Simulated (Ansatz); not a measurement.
CH$_{6}$O$_{2}$Si, SMILES `C[SiH](O)O`, relaxed with RKS PBE-D4/def2-SVP in Ansatz from a rough embedded geometry. The force threshold is 0.03 eV/Å; the program also tests the step.

The species carries charge 0 and has multiplicity 1.

Start:

```xyz
10

C     0.178    1.129    0.509
Si   -0.106   -0.490   -0.198
O    -0.684   -0.373   -1.724
O     1.234   -1.517   -0.212
H     0.946    1.729    0.003
H    -0.746    1.751    0.603
H     0.530    1.044    1.590
H    -1.128   -1.243    0.618
H    -1.687   -0.178   -1.821
H     1.463   -1.853    0.632
```

```csv
step,energy (eV),largest force (eV/Å),largest move (Å)
1,-13092.1976,2.773,0.000
2,-13092.4665,1.130,0.095
3,-13092.5125,0.191,0.052
4,-13092.5149,0.079,0.012
5,-13092.5234,0.246,0.099
6,-13092.5492,0.542,0.200
7,-13092.5794,0.287,0.200
8 (rejected),-13092.5526,0.695,0.173
9,-13092.5966,0.137,0.086
10,-13092.6090,0.066,0.100
11,-13092.6223,0.315,0.150
12,-13092.6317,0.742,0.195
13,-13092.6768,0.287,0.200
14,-13092.6804,0.333,0.200
15,-13092.6832,0.314,0.101
16,-13092.6895,0.064,0.080
17,-13092.6909,0.016,0.031
```

End:

```xyz
10

C     0.215    1.154    0.699
Si   -0.348   -0.476   -0.029
O    -0.742   -0.123   -1.627
O     0.825   -1.679    0.087
H     1.056    1.583    0.115
H    -0.612    1.893    0.688
H     0.549    1.020    1.748
H    -1.512   -1.075    0.706
H    -1.126   -0.872   -2.116
H     1.694   -1.426   -0.271
```

Run time 20 s (2 threads of a server CPU on a shared host); peak host memory 0.14 GiB.
